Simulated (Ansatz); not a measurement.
The cluster Si₁₂⁻. Total charge -1; doublet. Geometry PBE0-D4/def2-SVP.

```xyz
12

Si   -0.247   -0.886   -3.309
Si    1.771    2.209    0.151
Si    3.045   -0.045   -0.378
Si   -2.827    1.236   -0.203
Si    1.153   -0.424   -1.668
Si   -1.274   -0.377   -1.313
Si   -0.387   -1.017    0.908
Si    1.842   -1.788    1.207
Si   -2.800   -1.250    0.448
Si   -0.424    1.319    0.286
Si    2.070    0.506    1.782
Si   -1.923    0.516    2.087
```

The structure comes from a short search, and lower isomers may exist.

(1) Estimate the α-spin orbital energies around the gap (eV) in Ansatz with PBE-D4/def2-SVP, PBE-D4/def2-SVPD, r2SCAN-D4/def2-SVP, PBE0-D4/def2-SVP, PBE0-D4/def2-SVPD.

## Answers

(1) 
| orbital | PBE-D4/def2-SVP | PBE-D4/def2-SVPD | r2SCAN-D4/def2-SVP | PBE0-D4/def2-SVP | PBE0-D4/def2-SVPD |
| --- | --- | --- | --- | --- | --- |
| HOMO−9 | -3.83 | -3.82 | -4.18 | -4.85 | -4.80 |
| HOMO−8 | -3.15 | -3.13 | -3.49 | -4.03 | -3.96 |
| HOMO−7 | -2.91 | -2.90 | -3.21 | -3.82 | -3.76 |
| HOMO−6 | -2.90 | -2.88 | -3.20 | -3.79 | -3.73 |
| HOMO−5 | -2.62 | -2.60 | -2.93 | -3.49 | -3.43 |
| HOMO−4 | -2.46 | -2.45 | -2.75 | -3.32 | -3.27 |
| HOMO−3 | -2.20 | -2.20 | -2.48 | -3.07 | -3.03 |
| HOMO−2 | -2.11 | -2.10 | -2.37 | -2.96 | -2.91 |
| HOMO−1 | -1.62 | -1.62 | -1.87 | -2.33 | -2.28 |
| HOMO | -1.32 | -1.30 | -1.62 | -2.07 | -2.00 |
| LUMO | -0.18 | -0.19 | -0.28 | 0.31 | 0.35 |
| LUMO+1 | 0.00 | -0.03 | -0.10 | 0.52 | 0.53 |
| LUMO+2 | 0.10 | 0.09 | 0.00 | 0.60 | 0.64 |
| LUMO+3 | 0.39 | 0.37 | 0.31 | 0.91 | 0.93 |
| LUMO+4 | 0.97 | 0.89 | 0.95 | 1.55 | 1.49 |
| LUMO+5 | 1.21 | 1.11 | 1.18 | 1.81 | 1.74 |
| β HOMO | -1.60 | -1.61 | -1.87 | -2.32 | -2.28 |
| β LUMO | -0.86 | -0.85 | -0.88 | -0.34 | -0.29 |
